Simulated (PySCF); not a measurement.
# Os⁺ (osmium, charge +1): UHF calculation

Configuration: [Xe] 4f14 5d6 6s1, high-spin 6D determinant. Calculation: PySCF 2.14, in cc-pVTZ-PP with ECP60MDF; scalar relativity through the core potential.

```json
{"Total energy": "-89.830904 hartree", "One-electron energy": "-150.7204 hartree", "Hartree (Coulomb) energy": "69.5128 hartree", "Exchange energy": "-8.6234 hartree", "⟨S²⟩": "8.7544", "⟨L²⟩": "6.026", "Sum of ⟨r⟩": "22.60 bohr", "Sum of ⟨r²⟩": "42.33 bohr²", "Traceless quadrupole moment −½Σ⟨3z² − r²⟩ along its main axis": "0.963 e·bohr²", "Time after the integrals": "0.54 s of wall time on 1 thread of Neoverse-N1 (shared host)"}
```

| shell | electrons | mean orbital energy (eV) | spread (eV) | rms radius, mean of both spins (bohr) |
| --- | --- | --- | --- | --- |
| 5s α | 1 | -117.88 | 0 | 1.09 |
| 5s β | 1 | -112.41 | 0 | 1.09 |
| 5p α | 3 | -73.656 | 1.409 | 1.26 |
| 5p β | 3 | -66.032 | 1.020 | 1.26 |
| 5d α | 5 | -20.997 | 1.702 | 1.88 |
| 5d β | 1 | -16.878 | 0 | 1.88 |
| 6s α | 1 | -16.324 | 0 | 3.03 |

Energies and moments cover only the electrons outside the core potential. Spin-orbit coupling, absent here, splits the open shell strongly.
